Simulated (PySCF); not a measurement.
A GIAO shielding run with PySCF 2.14 (density fitting, non-relativistic, gas phase) on SMILES O[Si@@H]1[Si@H](OC)[SiH2][SiH2][SiH2]1, CH$_{12}$O$_{2}$Si$_{5}$:

```
$ OMP_NUM_THREADS=1 python probes_run.py task.json out

{"job": {"kind": "nmr", "xc": "PBE0", "basis": "pcSseg-1"}, "charge": 0, "multiplicity": 1}
C     -3.000519     0.814590    -0.923122
O     -1.661287     1.132446    -0.712652
Si    -0.345622     0.272697    -1.193342
Si    -0.371584    -1.884861    -0.287742
Si     1.332009    -1.957992     1.317178
Si     2.565649     0.025287     1.151271
Si     1.330711     1.500047    -0.154095
O      0.701142     2.505012     0.974190
H     -3.251756     0.887036    -1.984134
H     -3.217170    -0.201214    -0.583076
H     -3.613724     1.520500    -0.361237
H     -0.358452     0.249738    -2.671076
H     -1.679984    -2.246291     0.291206
H     -0.205329    -2.922788    -1.317150
H      0.764064    -2.151851     2.660902
H      2.163679    -3.158149     1.149948
H      2.982962     0.542965     2.459584
H      3.847392    -0.267098     0.486980
H      2.097372     2.338840    -1.094870
H     -0.084700     3.011765     0.788200
```

Hardware: 1 thread of an AMD EPYC, shared host. The job also computes population analyses, field gradients, ring-centre shieldings.

Q: How large is the calculation?

A: 104 electrons, 231 basis functions and 1322 auxiliary functions.

Q: How long does it take, and how much memory does it need?

A: 2.3 min of wall time, with 13 SCF cycles and 4 response iterations; peak memory 1.1 GiB. Times on a shared host scatter by some tens of per cent.
